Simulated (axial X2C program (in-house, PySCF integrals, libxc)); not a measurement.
## Correcting the dissociation energy of Sn₂ for spin–orbit coupling

A spin-free CCSD(T) curve (one-electron X2C) was computed with an in-house all-electron X2C program for linear molecules (integrals from PySCF), basis Sn dyall-cv3z [11s12p9d4f1g] (cores contracted in-house), for the state M_S = 1, Λ = 0 (beyond evenly filled blocks: π+α, π-α). It gives D0 = 2.146 eV to Sn + Sn, which in a spin-free picture are the weighted means of the ground terms.

Correlated methods: 8 electrons correlated (number of frozen shells: Sn 4 s, 3 p, 2 d), 320 virtual spin orbitals or spinors in MP2, 103 natural virtuals in coupled cluster.

Measured levels of the ground terms (NIST Handbook of Basic Atomic Spectroscopic Data), in cm⁻¹: Sn 3P: J = 0 at 0, J = 1 at 1691.8, J = 2 at 3427.7.

The molecular state has Λ = 0, so it has no first-order lowering.

**Question.** How far does each ground level lie under the (2J+1)-weighted mean of its term?

**Answer.** Sn: (1 × 0 + 3 × 1691.8 + 5 × 3427.7)/9 = 2468 cm⁻¹, counted twice.

**Question.** Correct D0.

**Answer.** D0 = 2.146 + (0 − 4936)/8065.5 = 1.534 eV at CCSD(T) with these spin–orbit terms.

Second-order spin–orbit effects in the molecule, which grow quickly with Z, are left out. One determinant describes the state; a PBE0 search over occupations chose it and may have missed a lower one. Dissociation energies refer to the lowest single-determinant-based atoms at the same level and basis. CCSD and (T) use frozen natural virtuals with an MP2 correction for the truncation; (T) itself is uncorrected, so its De runs slightly low. Other states lie close and PBE0, whose exact exchange favours high spin, may order them wrongly; the determinant shown need not be the ground state. The nearest other spin-free determinant of the search, M_S = 1, Λ = 1, lies 0.40 eV up at the distance of the search. With the outer-core shells frozen, correlated bond lengths of heavy atoms tend to come out a few hundredths of an ångström too long.
